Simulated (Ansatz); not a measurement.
Species: CH4OSi, SMILES `C=[SiH]O` (C–Si–O–H torsion 0°) (charge 0, multiplicity 1), formula CH₄OSi.

### Question
How many basis functions does frozen-core CCSD(T)/def2-TZVPP // PBE0-D3(BJ)/def2-TZVP (Ansatz, an electronic-structure program) use, how many core orbitals are frozen, and how many electrons are correlated?

### Answer
160 basis functions and 7 frozen orbitals, which leaves 18 correlated electrons. Core time is of the order of seconds.
